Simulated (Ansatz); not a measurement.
One change: `CC(C)Cl` becomes `C[CH](C)[GeH3]`.

Ansatz, PBE0-D4/def2-TZVP geometries, multiplicity 1. 

Scalar relativity is left out up to krypton.

```json
{"property": "ideal-gas entropy at 298 K and 1 bar (rigid rotor, harmonic PBE0-D4/def2-TZVP) / J/(mol·K)", "`CC(C)Cl`": "303"}
{"property": "size of the dipole moment (ωB97M-V/def2-TZVPP) / D", "`CC(C)Cl`": "2.12"}
{"property": "HOMO energy (B3LYP/def2-TZVPP) / eV", "`CC(C)Cl`": "-8.00"}
{"property": "HOMO energy (PBE/def2-TZVPP) / eV", "`CC(C)Cl`": "-6.85"}
{"property": "size of the dipole moment (B3LYP/def2-TZVPP) / D", "`CC(C)Cl`": "2.12"}
{"property": "HOMO–LUMO gap (B3LYP/def2-TZVPP) / eV", "`CC(C)Cl`": "8.61"}
```

(1) Give the same properties after the change, and the shifts. (An estimate is asked.)

Answers

(1) The calculation gave: 
```
                                                                                  property  `C[CH](C)[GeH3]`  shift
ideal-gas entropy at 298 K and 1 bar (rigid rotor, harmonic PBE0-D4/def2-TZVP) / J/(mol·K)               340     37
                                        size of the dipole moment (ωB97M-V/def2-TZVPP) / D              0.84  -1.28
                                                       HOMO energy (B3LYP/def2-TZVPP) / eV             -7.72   0.28
                                                         HOMO energy (PBE/def2-TZVPP) / eV             -6.72   0.13
                                          size of the dipole moment (B3LYP/def2-TZVPP) / D              0.89  -1.23
                                                     HOMO–LUMO gap (B3LYP/def2-TZVPP) / eV              8.20  -0.41
```

With PBE0 the HOMO rises by 0.35 eV and the LUMO falls by 0.15 eV, so the gap narrows by about 0.50 eV. PBE moves the HOMO by 0.13 eV and ωB97M-V by 0.50 eV. The zero-point energy changes by 57.1 kJ/mol with +9 modes. Dipoles are sizes alone; their direction can turn.

B3LYP here is the variant with VWN-RPA as its local correlation; programs differ in this.
